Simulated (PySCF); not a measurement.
**Mo+ (molybdenum, charge +1) across methods**

[Kr] 4d4 5s1, 5s spin antiparallel (an excited configuration). Calculation: PySCF 2.14, in aug-cc-pVTZ-DK (9s8p6d3f2g, 102 functions); the spin-free X2C one-electron Hamiltonian (Gaussian nucleus).

```csv
method,E (hartree),mean ε 4p β (eV),mean ε 4d α (eV),mean ε 5s β (eV),Σ⟨r²⟩ (bohr²),⟨S²⟩
PBE,-4047.49,-46.657,-13.571,-10.543,43.94,4.741
PBE0,-4047.56,-48.901,-15.027,-11.125,43.68,4.723
LDA,-4043.12,-46.913,-13.613,-10.842,43.73,4.737
BP86,-4048.37,-46.849,-13.659,-10.787,43.82,4.742
```

(1) Estimate the same row for UHF.

With the s spin flipped the determinant is a mixture of two multiplicities, not a spectroscopic state.

Answers

(1) E (hartree) = -4045.75121; mean ε 4p β (eV) = -54.579; mean ε 4d α (eV) = -19.081; mean ε 5s β (eV) = -12.476; Σ⟨r²⟩ (bohr²) = 44.27; ⟨S²⟩ = 4.718.
